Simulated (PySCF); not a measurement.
Compound: C3H8GeSi.
SMILES with atom numbers: `[CH3:1][SiH2:2][C:3]#[C:4][GeH3:5]` (hydrogens: H6, H7, H8 on C1; H9, H10 on Si2; H11, H12, H13 on Ge5)

Computed with PBE0-D3(BJ)/def2-SVP geometry optimisation, gas phase (PySCF 2.14.0).

Problem. List the bond lengths and angles at this level.

Solution. 
```tsv
bond	length (Å)	order
C1–Si2	1.875	single
Si2–C3	1.840	single
C3≡C4	1.224	triple
C4–Ge5	1.901	single
C1–H6, C1–H7, C1–H8	1.100	single
Si2–H9, Si2–H10	1.494	single
Ge5–H11, Ge5–H12, Ge5–H13	1.536	single
```

Bonds in one row agree within 0.01 Å and their mean is given. Orders are formal, as drawn. A selection of angles:
```tsv
angle	degrees
Si2–C1–H6	110.5
Si2–C1–H7	110.6
H6–C1–H7	108.4
C1–Si2–C3	110.1
C1–Si2–H9	110.9
C3–Si2–H9	108.3
H9–Si2–H10	108.4
Si2–C3–C4	178.8
C3–C4–Ge5	179.5
C4–Ge5–H11	108.8
H11–Ge5–H12	110.1
```

The 5 heavy atoms lie in one plane (0.001 Å rms). Ge5 (germanium bonded to C and 3 H) is tetrahedral (angles from 108.8° to 110.2°). Si2 (SiH2 silicon) is tetrahedral (angles from 108.2° to 110.9°). The C–Si distances run from 1.840 Å (Si2–C3, drawn single) to 1.875 Å (C1–Si2, drawn single), a spread of 0.035 Å.

Point group: Cs (tolerance 0.08 Å). No frequency check.
